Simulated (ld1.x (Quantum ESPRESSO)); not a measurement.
**What the settings do to the TM potential of rhodium (Rh)**

Base potential:

| Property | Result |
| --- | --- |
| Element | rhodium (Rh) |
| Generator | ld1.x (Quantum ESPRESSO) 7.5 |
| Type | norm-conserving Troullier–Martins (Kleinman–Bylander form) |
| Functional | BLYP |
| Relativity | fully relativistic |
| Frozen core | [Ar] 3d10 |
| Valence charge | 17 |
| Reference configuration | 4s2 4p6 4d8 5s1 5p0 |
| Partial waves | 4s (bound): rc 1.55 bohr; 4p (bound): rc 1.20 bohr; 4d (bound): rc 1.45 bohr |
| Local potential | the d channel |
| Core correction | a·sin(br)/r model core inside 0.70 bohr |

Open shells are filled in proportion to 2j + 1 (rel_dist='average').

Occupied shells without a wave of their own: 5s. They enter only through the test configuration that unscreens the potential, and ld1.x also counts them in the model core charge.

All-electron outer shells of the reference configuration (BLYP, scalar-relativistic, ld1.x):

```csv
shell,level (eV),outermost node (bohr),outermost maximum (bohr)
3p,-482.76,0.15,0.34
3d,-300.60,–,0.29
4s,-82.40,0.47,0.88
4p,-50.30,0.47,0.94
4d,-5.83,0.46,1.14
5s,-4.32,1.19,2.63
5p,-0.87,1.35,3.93
```

Cutoffs, loose and tight: the cutoffs (Ry, on a coarse ladder) from which the occupation-weighted sum of valence levels, in a spherical-Bessel basis at the reference potential, stays within 10 and 1 mRy of its value at 400 Ry. They do not see the model core or the augmentation charge, which bear on the density cutoff. Test errors are all-electron minus pseudo excitation energies from the reference, over the configurations 4s2 4p6 4d8 5s0 5p0; 4s2 4p6 4d7 5s0 5p0; 4s2 4p6 4d6 5s0 5p0; 4s2 4p6 4d7 5s1 5p0; 4s2 4p6 4d8.5 5s0.5 5p0; 4s2 4p6 4d8 5s0 5p1; 4s2 4p6 4d9 5s0 5p0. A dash means not determined; rows that change the core or the reference have their own tests.

With those shells counted twice in exchange and correlation these files are broken, and their errors move erratically; no question is asked of them.

Cutoffs are not given where the Bessel-basis levels miss the radial ones by over 6 mRy, ghosts where they miss by over 20 mRy; a channel whose overlap is not positive is not tested.

```csv
change,outcome,"cutoff, loose","cutoff, tight",bound ghosts,largest test error (meV)
base,"generated, misses its reference levels by 0.46 eV",–,–,none,-1611
wave 4d (bound): rc 1.45 bohr becomes 4d (bound): rc 1.00 bohr,"generated, misses its reference levels by 0.60 eV",–,–,not determined,-2062
wave 4d (bound): rc 1.45 bohr becomes 4d (bound): rc 1.16 bohr,"generated, misses its reference levels by 0.47 eV",–,–,not determined,-1652
wave 4d (bound): rc 1.45 bohr becomes 4d (bound): rc 1.28 bohr,"generated, misses its reference levels by 0.46 eV",–,–,not determined,-1617
wave 4d (bound): rc 1.45 bohr becomes 4d (bound): rc 1.44 bohr,"generated, misses its reference levels by 0.46 eV",–,–,none,-1611
wave 4d (bound): rc 1.45 bohr becomes 4d (bound): rc 1.62 bohr,"generated, misses its reference levels by 0.46 eV",110 Ry,160 Ry,none,-1624
wave 4d (bound): rc 1.45 bohr becomes 4d (bound): rc 1.86 bohr,"generated, misses its reference levels by 0.47 eV",110 Ry,160 Ry,none,-1698
wave 4d (bound): rc 1.45 bohr becomes 4d (bound): rc 2.04 bohr,"generated, misses its reference levels by 0.51 eV",110 Ry,160 Ry,none,-1879
wave 4d (bound): rc 1.45 bohr becomes 4d (bound): rc 2.14 bohr,"generated, misses its reference levels by 0.55 eV",110 Ry,160 Ry,none,-2052
```

Reading the sweep of the d radius (base included, trends over the rows without a ghost): The loose cutoff stays near 110 Ry. The median size of the test errors (rows with all tests solved) rises from 533.1 meV at 1.44 to 698.1 meV at 2.14 bohr. More of the atom is replaced by a form fitted at one configuration, so other configurations suffer as the radius grows.
